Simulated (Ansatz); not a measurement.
**A basis-limit estimate, worked out**

An elementary step of SiNH7F2, singlet (SiNH₅ ([NH2][SiH3]) + HF + HF → SiH₃F ([F][SiH3]) + NH₃ + HF; Si–N, H–F, H–F broken or loosened, Si–F, N–H, H–F formed or tightened). “Start” and “end” are the PBE0-D4/def2-TZVP structures reached by relaxing down either side of its saddle point, with the molecules still in contact.

Computed with Ansatz 0.2.0 (basis: def2-TZVPP and def2-QZVPP); correlated methods freeze the cores.

Energies in eV:

| quantity | end | start |
| --- | --- | --- |
| Hartree–Fock, triple zeta (X = 3) | -14871.71491 | -14870.97049 |
| Hartree–Fock, quadruple zeta (X = 4) | -14872.30349 | -14871.54577 |
| MP2 correlation, X = 3 | -24.46196 | -24.70875 |
| MP2 correlation, X = 4 | -26.57248 | -26.82779 |
| CCSD(T) correlation, X = 3 | -26.12350 | -26.33698 |

Q: Work out the step energy at the basis limit: extrapolate Hartree–Fock as E(X) = E∞ + A exp(−7.88 √X) and the MP2 correlation as E(X) = E∞ + B X^−2.97 (the exponents that Neese and Valeev fitted for def2-TZVPP and QZVPP), then add CCSD(T) − MP2 in triple zeta.

A: Each step is linear, so take the differences first (end − start): Hartree–Fock -0.74442 (X = 3) and -0.75772 (X = 4); MP2 correlation 0.24679 and 0.25531; CCSD(T) correlation 0.21348.
Two points give E∞ = E(4) + w [E(4) − E(3)], with w = 1/(exp(7.88 (2 − √3)) − 1) = 0.1377 for Hartree–Fock and w = 1/((4/3)^2.97 − 1) = 0.7407 for the correlation.
Hartree–Fock: -0.75772 + 0.1377 × (-0.01330) = -0.7596 eV.
MP2 correlation: 0.25531 + 0.7407 × 0.00852 = 0.2616 eV.
CCSD(T) − MP2: 0.21348 − 0.24679 = -0.0333 eV.
Sum: -0.7596 + 0.2616 + (-0.0333) = -0.5313 eV, or -12.25 kcal/mol. Plain CCSD(T) in triple zeta gives -0.5309 eV, so the larger basis shifts the result by -0.0004 eV.

The T1 diagnostic stays at or below 0.011.

Steps of this kind, hydrogen fluoride cutting a network bond, underlie vapour etching and the fluorination step of atomic layer etching.

Labels in which every atom is bracketed show which atoms are joined, not bond orders.

For scale, one of the runs: CCSD(T)/def2-TZVPP, 233 basis functions, launched by `ansatz run in.yaml --threads 4 --pin off --events-out ev --progress --plain --max-ram 9574MiB`. Time: 2.6 min of wall clock on 4 CPU threads of an AMD EPYC 7R43; the host was shared. Peak host memory: 4.3 GiB.
